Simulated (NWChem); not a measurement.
System: C$_{2}$H$_{5}$FOSi; SMILES C(/F)=C\O[SiH3]

```xyz
10

F      0.3450     2.8676    -0.0172
C     -0.3606     1.7417    -0.1161
C      0.1852     0.5634     0.1847
O     -0.5316    -0.5819     0.1257
Si     0.1043    -2.1248    -0.0484
H     -1.3932     1.8759    -0.4479
H      1.2307     0.5115     0.5173
H     -1.0216    -3.0566     0.2142
H      1.2074    -2.3226     0.9406
H      0.6424    -2.3257    -1.4267
```
Atoms are numbered in this order, from 1.

All runs: NWChem. Pople sets run with spherical d functions. All runs use the structure optimised with PBE0/def2-SVP. Isolated, static molecule.

GIAO at B3LYP/6-31G*: principal shieldings of F1 are 306.8, 348.9, 437.1 ppm; an isolated trichlorofluoromethane molecule has σ = 194.2 ppm at the same levels.

Q: Find the isotropic 19F shift, its principal values, the span and the skew.

A: 
1. σ(iso) = one third of the sum = 364.3 ppm.
2. δ = σ(reference) − σ = -170.1 ppm against trichlorofluoromethane.
3. δ11, δ22, δ33 = -112.6, -154.7, -242.9 ppm.
4. Span Ω = δ11 − δ33 = 130.3 ppm; skew κ = 3(δ22 − δ(iso))/Ω = 0.35.
